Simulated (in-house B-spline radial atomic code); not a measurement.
Checks on a self-consistent run for Tb IV (Tb3+), [Kr] 4d10 4f8 5s2 5p5 7d1. Level of theory: Dirac-Hartree-Fock, average of configuration, Fermi nucleus of rms radius 5.06 fm; calculated with a radial B-spline atomic code at the basis-set limit.

```tsv
orbital	q	ε (Eh)	<1/r>	<r²>	small-component weight
1s1/2	2	-1923.80175	73.0906	0.000631473	0.058777
2s1/2	2	-324.67951	17.4926	0.00981467	0.013047
2p1/2	2	-307.85802	17.4268	0.00714172	0.013051
2p3/2	4	-280.34923	15.3437	0.00836606	0.012079
3s1/2	2	-75.20741	6.40063	0.0649525	0.0041726
3p1/2	2	-67.89217	6.30293	0.060589	0.0040994
3p3/2	4	-62.10259	5.77829	0.0674695	0.003833
3d3/2	4	-49.67547	5.64157	0.0538017	0.0036911
3d5/2	6	-48.42810	5.5113	0.0557245	0.0036134
4s1/2	2	-17.10551	2.64975	0.330388	0.0012998
4p1/2	2	-14.17005	2.53835	0.348761	0.0012196
4p3/2	4	-12.86769	2.36972	0.385023	0.001133
4d3/2	4	-7.99177	2.14738	0.44103	0.0009618
4d5/2	6	-7.75210	2.10326	0.45593	0.00093558
4f5/2	3.4286	-2.10504	1.61991	0.777246	0.00059027
4f7/2	4.5714	-2.07339	1.60251	0.795351	0.0005802
5s1/2	2	-3.56751	1.01357	1.90029	0.00027151
5p1/2	1.6667	-2.67595	0.916596	2.29491	0.00022893
5p3/2	3.3333	-2.48223	0.861299	2.54228	0.00020786
7d3/2	0.4	-0.33969	0.164601	75.5491	1.5578e-05
7d5/2	0.6	-0.33764	0.163412	76.5389	1.5389e-05
```

Electron-electron repulsion V_ee = 4222.0608 hartree.

**Question.** What total energy follows from the eigenvalues?

**Answer.** The eigenvalues count the repulsion twice, so E = Σqε - V_ee = -7487.360 - 4222.061 = -11709.421 hartree; the run printed -11709.421.

**Question.** Does the Dirac virial theorem hold?

**Answer.** For a point nucleus E = -2c²Σq·w, with w the small-component weight. Here Σq·w = 0.31173 and c = 137.0360, so the ratio E/(-2c²Σq·w) is 1.000138; the finite nucleus accounts for the departure from 1.

**Question.** What diamagnetic shielding (Lamb formula) and susceptibility (Langevin formula) do the radii give?

**Answer.** σ = (α²/3)Σq<1/r> = 442.083/(3·137.036²) = 7847.2 ppm, and χ = -0.79199×10⁻⁶·Σq<r²> = -84.81×10⁻⁶ cm³/mol with Σq<r²> = 107.08 bohr². Both are non-relativistic formulas without the paramagnetism of open shells; for so heavy an element the full relativistic shielding is larger by tens of per cent.
